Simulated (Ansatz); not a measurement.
Relaxation of F2GeH2S (6 atoms, charge 0, multiplicity 1), to a largest force component of 0.015 eV/Å in at most 40 steps.

These are results of RHF/def2-SVP in Ansatz, not measurements.

```xyz
6
Properties=species:S:1:pos:R:3:forces:R:3
F 1.837 -0.031 -0.493 -2.19 -0.67 0.29
Ge 0.178 -0.512 -0.028 0.83 -0.42 -1.06
F -0.789 -0.899 -1.472 1.40 0.68 1.77
S -0.750 1.133 1.090 1.05 0.26 0.85
H 0.296 -1.771 0.859 0.09 0.30 -0.64
H 0.277 1.192 2.048 -1.18 -0.15 -1.21
```

Q: Where does it end, and by what steps?

A: The run converged. After 6 steps the energy has fallen by 0.333 eV; F3 moved furthest, 0.15 Å.

```csv
step,energy less start (eV),largest force component (eV/Å),accepted
0,0.0000,2.187,yes
1,-0.2216,1.603,yes
2,-0.3029,0.894,yes
3,-0.3252,0.287,yes
4,-0.3325,0.091,yes
5,-0.3329,0.033,yes
6,-0.3331,0.004,yes
```

```xyz
6
Properties=species:S:1:pos:R:3
F 1.760 -0.105 -0.547
Ge 0.208 -0.532 0.029
F -0.728 -0.811 -1.370
S -0.723 1.172 1.049
H 0.354 -1.822 0.807
H 0.179 1.209 2.037
```

Run time: 15 s on 1 thread of Arm Neoverse V2 (shared host), peak memory 0.17 GiB.
